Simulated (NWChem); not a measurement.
System: SiNH3, singlet; SMILES N[SiH]

Program: NWChem. Low-valent species are run as closed-shell singlets; no triplet was tried in these runs. All runs use the structure optimised with PBE0/def2-SVP. Level: M05-2X/def2-SVP with SMD (1 M gas to 1 M solution), gas-phase geometry. Reactions with the solvent are ignored.

Among these, which solvent gives the highest value of “solvation free energy (kcal/mol)”?
A. n-hexane
B. ethyl acetate
C. diethyl ether
D. ethylene glycol

A, n-hexane. Values: diethyl ether -3.3; ethyl acetate -3.3; ethylene glycol -2.8; n-hexane -2.0
